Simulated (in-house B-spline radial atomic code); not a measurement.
Configurations of Nd+, with energies counted from [Xe] 4f4 6s1. Method: scalar-relativistic (X2C) OLYP, spin-polarised, spherical fractional occupations, Fermi nucleus of rms radius 4.9123 fm. Calculated with an all-electron radial atomic-structure program (B-spline basis). Shells without spins written out take the highest spin.

Occupations are held fixed; configurations that lie above the ionisation limit could autoionise.

```json
{"configuration": "[Xe] 4f(1 up, 3 down) 6s(0 up, 1 down)", "E - E(ref) (eV)": "2.147", "highest orbital": "4f up", "its <r> (bohr)": "1.121"}
{"configuration": "[Xe] 4f(2 up, 2 down) 6s(1 up, 0 down)", "E - E(ref) (eV)": "2.8987", "highest orbital": "4f down", "its <r> (bohr)": "1.093"}
{"configuration": "[Xe] 4f3 5d1 6s1", "E - E(ref) (eV)": "3.2629", "highest orbital": "5d up", "its <r> (bohr)": "2.603"}
{"configuration": "[Xe] 4f4 5f1", "E - E(ref) (eV)": "7.1891", "highest orbital": "5f up", "its <r> (bohr)": "8.603"}
{"configuration": "[Xe] 4f(1 up, 2 down) 5f(0 up, 1 down) 6s(0 up, 1 down)", "E - E(ref) (eV)": "14.082", "highest orbital": "5f down", "its <r> (bohr)": "7.735"}
{"configuration": "[Kr] 4d9 4f4 5s2 5p6 6s2", "E - E(ref) (eV)": "117.22", "highest orbital": "6s down", "its <r> (bohr)": "3.808"}
{"configuration": "[Kr] 4d9 4f4 5s2 5p6 6s1 6d1", "E - E(ref) (eV)": "124.1", "highest orbital": "6d up", "its <r> (bohr)": "6.711"}
{"configuration": "[Kr] 4d9 4f4 5s2 5p6 5f1 6s1", "E - E(ref) (eV)": "125.46", "highest orbital": "5f up", "its <r> (bohr)": "7.73"}
```

(1) Order these further configurations by energy, lowest first.
A. [Kr] 4d10 4f4 5s2 5p5 6s1 7f1
B. [Xe] 4f(4 up, 0 down) 7p(1 up, 0 down)
C. [Xe] 4f(3 up, 1 down) 6s(0 up, 1 down)
D. [Xe] 4f3 6s1 7p1
E. [Xe] 4f(1 up, 2 down) 6s(0 up, 1 down) 7p(0 up, 1 down)

(2) How far above the reference does [Xe] 4f3 6s1 6f1 lie?

(3) How far above the reference does [Xe] 4f3 6s1 7f1 lie?

(4) How far above the reference does [Xe] 4f4 5d1 lie?

## Answers

(1) C (2.2378 eV), B (6.3456 eV), D (11.521 eV), E (13.192 eV), A (30.251 eV).

(2) 13.465 eV; its least bound orbital is 6f up with <r> = 13.39 bohr.

(3) 14.21 eV; its least bound orbital is 7f up with <r> = 20.32 bohr.

(4) 0.90956 eV; its least bound orbital is 5d up with <r> = 2.969 bohr.
